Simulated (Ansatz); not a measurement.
Consider the substitution at a C–C bond: `C[CH](C)[Ge][F]` + `OC[SeH]` → `C[Se]CO` + `C[CH2][Ge][F]`.

Program: Ansatz. Geometries: PBE0-D4/def2-TZVP. ΔE: electronic, gas phase. CCSD(T)/CBS is the MP2 limit (def2-TZVPP, def2-QZVPP) plus CCSD(T) − MP2 in def2-TZVPP, frozen cores. Functionals use def2-TZVPP. B3LYP here is the variant with VWN-RPA as its local correlation; programs differ in this. For Ge, Se outer-core shells are correlated without core-valence functions, which leaves a few kJ/mol of doubt a bond. Scalar relativity is left out up to krypton. One conformer a species, not always the lowest.

| level | ΔE (kJ/mol) |
| --- | --- |
| PBE0-D4 | -8.5 |
| B3LYP-D4 | -9.5 |
| PBE | -11.5 |
| PBE0 | -10.2 |
| CCSD(T)/def2-TZVPP | -7.8 |
| HF/def2-QZVPP | -11.3 |
| MP2/CBS(def2) | -9.8 |
| CCSD/CBS(def2) | -7.9 |

Problem. What does CCSD(T)/CBS give? (An estimate is asked.)

Solution. Ansatz gave: -8.0 kJ/mol. The listed levels differ from it by -0.5, -1.5, -3.5, -2.2, 0.2, -3.3, -1.8, 0.1 kJ/mol.

Largest T1 diagnostic among the species: 0.013.

The D4 term adds +3.0 kJ/mol with B3LYP and +1.6 kJ/mol with PBE0; it sums over pairs of atoms, weighted by their polarisabilities, and B3LYP, whose exchange is more repulsive, gets the larger term.
